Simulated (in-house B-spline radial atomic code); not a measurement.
A fraction x of an electron is removed from 5p in Cs5+, starting from [Kr] 4d10 5s2 5p2 and keeping the highest spin. Computed with an all-electron radial atomic-structure program (B-spline basis): scalar-relativistic (X2C) LDA VWN5, spin-polarised, spherical fractional occupations, Fermi nucleus of rms radius 4.8041 fm.

```csv
x,E(x) - E(0) (eV),5p up level (eV)
0,0.0000,-63.980
0.08,5.1565,-64.934
0.24,15.6990,-66.849
0.31,20.4079,-67.689
0.39,25.8614,-68.651
0.5,33.4859,-69.976
0.58,39.1226,-70.942
0.74,50.6283,-72.879
0.81,55.7595,-73.728
0.9,62.4443,-74.821
1,69.9872,-76.038
```

The exact functional would give a straight line between the two integer points. Deviations E(x) - E(0) - x[E(1) - E(0)], in eV: -0.442 at x = 0.08, -1.098 at x = 0.24, -1.288 at x = 0.31, -1.434 at x = 0.39, -1.508 at x = 0.5, -1.47 at x = 0.58, -1.162 at x = 0.74, -0.93 at x = 0.81, -0.544 at x = 0.9.

The curve lies below the straight line by up to 1.508 eV (at x = 0.5): convex, the delocalisation error that favours fractional charges.

How well does Slater's transition state (minus the level at half occupation) give the ionisation energy?

It gives 69.976 eV against 69.987 eV from the two total energies; NIST lists 69.10 eV, ground level to ground level.
